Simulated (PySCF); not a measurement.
Species: C2H6OSeSi2.
Bonds: C1–C2 (triple), C2–Si3, Si3–Se4, Se4–Si5, Si5–O6. Hydrogens: H7 on C1; H8, H9 on Si3; H10, H11 on Si5; H12 on O6.

Method used: PySCF 2.14.0, PBE0-D3(BJ)/def2-SVP geometry optimisation, gas phase.

Question: Give the optimised bond lengths and angles.

Answer: 
```csv
bond,length (bohr)
C1≡C2,2.300
C2–Si3,3.455
Si3–Se4,4.316
Se4–Si5,4.323
Si5–O6,3.141
C1–H7,2.033
"Si3–H8, Si3–H9",2.814
Si5–H10,2.802
Si5–H11,2.822
O6–H12,1.819
```

Bonds in one row agree within 0.02 bohr and their mean is given. A selection of angles:
```csv
angle,degrees
C2–C1–H7,179.8
C1–C2–Si3,177.5
C2–Si3–Se4,110.3
C2–Si3–H8,109.1
Se4–Si3–H8,111.6
Se4–Si3–H9,105.5
H8–Si3–H9,109.9
Si3–Se4–Si5,96.0
Se4–Si5–O6,111.4
Se4–Si5–H10,112.2
Se4–Si5–H11,103.5
O6–Si5–H10,105.4
O6–Si5–H11,113.2
H10–Si5–H11,111.4
Si5–O6–H12,116.4
```

Torsions: C2–Si3–Se4–Si5 -53° (synclinal); Si3–Se4–Si5–O6 -47° (synclinal); H12–O6–Si5–Se4 -54° (synclinal). The mirror-image conformer, all signs reversed, is as good.

Si3 (SiH2 silicon) is distorted tetrahedral (angles from 105.5° to 111.6°). Si5 (oxygen-bound silicon) is distorted tetrahedral (angles from 103.5° to 113.2°). O6 (silanol oxygen) is bent (angle 116.4°).

Point group: C1 (no symmetry element, even within 0.4 Å). Whether it is a minimum is left open (no frequencies). The numbers are those of one conformer (C2–Si3–Se4–Si5 -53°, Si3–Se4–Si5–O6 -47°, Se4–Si5–O6–H -54°).
